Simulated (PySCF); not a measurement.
**Radial density of Sn (tin, neutral)**

UHF, [Kr] 4d10 5s2 5p2, high-spin 3P determinant. All numbers are calculated (PySCF 2.14, a scalar-relativistic core potential, in aug-cc-pVQZ-PP with one added diffuse shell each of s, p, d, f, g type with ECP28MDF (8s8p6d4f3g, 117 functions)). This is the valence pseudo-density: the core potential removes the inner electrons and smooths the orbitals near the nucleus.

```json
{"r (bohr)": "0.00420", "4πr²ρ (e/bohr)": "1.389e-05", "4πr²(ρα − ρβ)": "0.0000"}
{"r (bohr)": "0.00707", "4πr²ρ (e/bohr)": "3.526e-05", "4πr²(ρα − ρβ)": "0.0000"}
{"r (bohr)": "0.0119", "4πr²ρ (e/bohr)": "8.069e-05", "4πr²(ρα − ρβ)": "0.0000"}
{"r (bohr)": "0.0200", "4πr²ρ (e/bohr)": "0.0001669", "4πr²(ρα − ρβ)": "0.0000"}
{"r (bohr)": "0.0337", "4πr²ρ (e/bohr)": "0.0002973", "4πr²(ρα − ρβ)": "0.0000"}
{"r (bohr)": "0.0566", "4πr²ρ (e/bohr)": "0.0005624", "4πr²(ρα − ρβ)": "0.0000"}
{"r (bohr)": "0.0952", "4πr²ρ (e/bohr)": "0.002304", "4πr²(ρα − ρβ)": "0.0000"}
{"r (bohr)": "0.160", "4πr²ρ (e/bohr)": "0.02415", "4πr²(ρα − ρβ)": "0.0000"}
{"r (bohr)": "0.269", "4πr²ρ (e/bohr)": "0.4014", "4πr²(ρα − ρβ)": "0.0009"}
{"r (bohr)": "0.453", "4πr²ρ (e/bohr)": "6.371", "4πr²(ρα − ρβ)": "0.0275"}
{"r (bohr)": "0.762", "4πr²ρ (e/bohr)": "22.82", "4πr²(ρα − ρβ)": "0.0456"}
{"r (bohr)": "1.28", "4πr²ρ (e/bohr)": "10.26", "4πr²(ρα − ρβ)": "0.0312"}
{"r (bohr)": "2.16", "4πr²ρ (e/bohr)": "2.484", "4πr²(ρα − ρβ)": "0.6761"}
{"r (bohr)": "3.63", "4πr²ρ (e/bohr)": "0.8257", "4πr²(ρα − ρβ)": "0.5296"}
{"r (bohr)": "6.10", "4πr²ρ (e/bohr)": "0.07063", "4πr²(ρα − ρβ)": "0.0618"}
{"r (bohr)": "10.3", "4πr²ρ (e/bohr)": "0.0005885", "4πr²(ρα − ρβ)": "0.0006"}
```

Energies and moments cover only the electrons outside the core potential.
